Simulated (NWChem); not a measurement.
# CHCl, singlet; SMILES [CH]Cl

Computed with NWChem. Pople sets run with spherical d functions. Low-valent species are run as closed-shell singlets; no triplet was tried in these runs. All runs use the structure optimised with B3LYP/6-31G* (spherical d).

Question: Taking TPSS/6-311++G** as the yardstick, which of these has the fewest basis functions while keeping “highest occupied level (eV)” within 0.2 eV of it: TPSS/6-31G*; TPSS/6-31+G*; TPSS/STO-3G; TPSS/3-21G; TPSS/6-311G**?

Answer: TPSS/6-31+G*.
```json
[
 {"level": "TPSS/STO-3G", "basis functions": "15", "highest occupied level (eV)": "-3.47"},
 {"level": "TPSS/3-21G", "basis functions": "24", "highest occupied level (eV)": "-5.64"},
 {"level": "TPSS/6-31G*", "basis functions": "34", "highest occupied level (eV)": "-5.68"},
 {"level": "TPSS/6-31+G*", "basis functions": "42", "highest occupied level (eV)": "-5.95"},
 {"level": "TPSS/6-311G**", "basis functions": "50", "highest occupied level (eV)": "-5.92"},
 {"level": "TPSS/6-311++G**", "basis functions": "59", "highest occupied level (eV)": "-6.00"}
]
```

The yardstick is one finite set, not the basis-set limit.
